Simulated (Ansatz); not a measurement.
Basis sets compared for Ge3F6. Charge 0, multiplicity 1. Geometry PBE-D4/def2-SVP. Ansatz on 4 threads of Intel Xeon on a shared host; times are rough, and most runs start from earlier orbitals.

```xyz
9

Ge    0.734    0.079    2.083
Ge   -1.932    0.289   -0.257
Ge    1.578    0.157   -1.511
F     1.789    0.506    0.447
F    -0.303    0.760   -1.333
F     1.191   -1.540   -1.191
F    -2.244   -1.171   -1.203
F    -0.683   -0.718    0.978
F    -0.131    1.638    1.986
```

The structure comes from a short search, and lower isomers may exist.

Binding counts from free atoms (Ge triplet, F doublet) in the same basis, without a counterpoise term.

| level | functions | energy (Eh) | HOMO (eV) | LUMO (eV) | binding per atom (eV) | wall time |
| --- | --- | --- | --- | --- | --- | --- |
| HF/STO-3G | 84 | -6743.5899 | -6.69 | 6.35 | 2.30 | 2.8 s |
| PBE-D4/def2-SVP | 180 | -6827.6360 | -7.01 | -2.06 | 4.15 | 6 s |
| PBE0-D4/def2-SVP | 180 | -6827.7641 | -8.28 | -1.29 | 3.88 | 12 s |

Task: Estimate the rows for HF/def2-TZVP, PBE-D4/def2-TZVP (with forces), PBE0-D4/def2-TZVP.

Result: 
| level | functions | energy (Eh) | HOMO (eV) | LUMO (eV) | binding per atom (eV) | wall time |
| --- | --- | --- | --- | --- | --- | --- |
| HF/def2-TZVP | 330 | -6823.2898 | -11.08 | 1.74 | 2.59 | 25 s |
| PBE-D4/def2-TZVP (with forces) | 330 | -6829.1727 | -7.19 | -2.30 | 4.09 | 19 s |
| PBE0-D4/def2-TZVP | 330 | -6829.2962 | -8.40 | -1.50 | 3.85 | 36 s |
